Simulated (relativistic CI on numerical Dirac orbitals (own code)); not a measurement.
**Lu3+: 4f valence photoemission**

Computed with this model: Dirac-Coulomb-Breit CI, separate exchange-only KLI orbitals for each configuration, model QED, valence Slater integrals scaled by 0.8, multiplet model of photoemission in the sudden approximation; configurations [Xe] 4f14 → [Xe] 4f13; 80 K; Lorentzian 0.15 eV and Gaussian 0.3 eV FWHM. Energies are those of the free ion, without screening or charge transfer. The energies are binding energies and can lie tens of eV above those of solids. S is read from ⟨S²⟩ = S(S + 1).

free ion: ground-state S = 0.00, centroid 41.77 eV. Peaks (eV, height): 41.2 (100), 42.6 (78).

Strongest unbroadened transitions for free ion:

```csv
Energy (eV),Relative strength
41.16,100.0
42.60,75.0
```
